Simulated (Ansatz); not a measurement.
Start from `[F][Sn]([F])([Cl])[I]` and change one atom or group to get `[F][Sn]([F])([F])[Cl]`.

Ansatz, PBE0-D4/def2-TZVP geometries, multiplicity 1. 

Elements past krypton have def2 core potentials.

```
                                                                                  property  `[F][Sn]([F])([Cl])[I]`
                                        size of the dipole moment (ωB97M-V/def2-TZVPP) / D                     2.68
                                                       LUMO energy (B3LYP/def2-TZVPP) / eV                    -3.69
                                                      HOMO–LUMO gap (PBE0/def2-TZVPP) / eV                     5.48
                                                        LUMO energy (PBE0/def2-TZVPP) / eV                    -3.40
                                                       HOMO energy (B3LYP/def2-TZVPP) / eV                    -8.61
ideal-gas entropy at 298 K and 1 bar (rigid rotor, harmonic PBE0-D4/def2-TZVP) / J/(mol·K)                      387
```

Give the same properties after the change, and the shifts. (Estimate.)

Computed: 
| property | `[F][Sn]([F])([F])[Cl]` | shift |
| --- | --- | --- |
| size of the dipole moment (ωB97M-V/def2-TZVPP) / D | 1.54 | -1.14 |
| LUMO energy (B3LYP/def2-TZVPP) / eV | -3.76 | -0.07 |
| HOMO–LUMO gap (PBE0/def2-TZVPP) / eV | 7.24 | 1.76 |
| LUMO energy (PBE0/def2-TZVPP) / eV | -3.40 | 0.00 |
| HOMO energy (B3LYP/def2-TZVPP) / eV | -10.34 | -1.73 |
| ideal-gas entropy at 298 K and 1 bar (rigid rotor, harmonic PBE0-D4/def2-TZVP) / J/(mol·K) | 347 | -40 |

Dipoles are sizes alone; their direction can turn.

B3LYP here is the variant with VWN-RPA as its local correlation; programs differ in this.

Spin–orbit coupling is left out; it splits and shifts lone-pair levels of the heavy atoms by tenths of an eV.
